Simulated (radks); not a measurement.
Values are calculated unless marked as measured or tabulated.
Effect of the nuclear size on neutral holmium, [Xe] 4f11 6s2. Code: a radial shooting solver on a logarithmic mesh with Libxc functionals. Model: Dirac Kohn-Sham, exchange-only LDA, spin-unpolarised, spherical densities, finite nucleus; open shells fill j = l - 1/2 first; Fermi nuclear charge, rms radius 5.2022 fm. The rms radius is varied about that value; shifts are against it.

rms radius (fm)  total energy shift (eV)  density at nucleus (e/bohr^3)  1s1/2 shift (meV)  2s1/2 shift (meV)  5s1/2 shift (meV)  5p1/2 shift (meV)  6s1/2 shift (meV)  4f7/2 shift (meV)  6p1/2 (empty) shift (meV)
4.245                              -9.64                      8.491e+05              -3960               -523              -3.98              0.422             -0.146              0.706                      0.121
4.7548                             -4.68                      8.225e+05              -1920               -254              -1.93              0.205             -0.071              0.343                      0.059
5.2022                                 0                      8.021e+05              0.000              0.000              0.000              0.000              0.000              0.000                      0.000
5.5195                              3.50                      7.889e+05               1440                190               1.45             -0.153              0.053             -0.257                     -0.044
5.8109                              6.85                      7.776e+05               2810                372               2.83             -0.300              0.104             -0.502                     -0.086

Slopes of the eigenvalues against <r^2> in GHz/fm^2, as finite differences over the two radii next to the reference (eigenvalue slopes, not the field-shift constants of lines): 1s1/2 103000, 2s1/2 13700, 5s1/2 104, 5p1/2 -11.0, 6s1/2 3.82, 4f7/2 -18.4, 6p1/2 (empty) -3.17.
